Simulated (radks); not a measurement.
All-electron atom: P4+ in [He] 2s1 2p6 3s2 (not the ground configuration). All-electron calculation, scalar-relativistic Kohn-Sham, PBE, spin-polarised, spherical densities, finite nucleus; open shells are filled with parallel spins first; Fermi nuclear charge, rms radius 3.1889 fm. Program: a radial shooting solver on a logarithmic mesh with Libxc functionals.

Local quantities along the radius. ELF = 1/(1 + alpha^2) is the electron localisation function; alpha = (tau - tau_W)/tau_unif compares the Pauli kinetic energy density with that of the uniform gas (summed over spins). tau is taken from the large components.

```
   r/bohr * ELF (the largest magnitude, 1, reaches the edge; | marks zero)
 0.003761 |                                                      *
 0.004207 |                                                      *
 0.004743 |                                                      *
 0.005348 |                                                      *
 0.005981 |                                                      *
 0.006744 |                                                      *
 0.007543 |                                                      *
 0.008505 |                                                      *
 0.009589 |                                                      *
  0.01073 |                                                      *
  0.01209 |                                                      *
  0.01363 |                                                      *
  0.01525 |                                                      *
   0.0172 |                                                      *
  0.01939 |                                                      *
  0.02169 |                                                      *
  0.02445 |                                                      *
  0.02735 |                                                      *
  0.03083 |                                                      *
  0.03477 |                                                      *
  0.03889 |                                                      *
  0.04384 |                                                      *
  0.04943 |                                                      *
  0.05529 |                                                      *
  0.06234 |                                                     *
  0.07029 |                                                     *
  0.07862 |                                                    *
  0.08864 |                                                  *
  0.09915 |                                             *
   0.1118 |                                      *
    0.126 |                            *
    0.141 |                    *
    0.159 |              *
   0.1792 |            *
   0.2005 |              *
    0.226 |                  *
   0.2528 |                         *
    0.285 |                                *
   0.3214 |                                      *
   0.3595 |                                         *
   0.4053 |                                           *
    0.457 |                                           *
   0.5111 |                                          *
   0.5763 |                                       *
   0.6498 |                               *
   0.7268 |                   *
   0.8195 |        *
   0.9166 |    *
    1.033 |    *
    1.165 |          *
    1.303 |                            *
    1.469 |                                              *
    1.657 |                                                     *
    1.853 |                                                      *
    2.089 |                                                      *
    2.356 |                                                      *
    2.635 |                                                      *
    2.971 |                                                      *
    3.323 |                                                      *
    3.747 |                                                      *
    4.224 |                                                      *
    4.725 |                                                      *
```

On this mesh the ELF has minima near r = 0.18, 0.92 bohr, which separate the shells, and maxima near 0.46 (0.81).
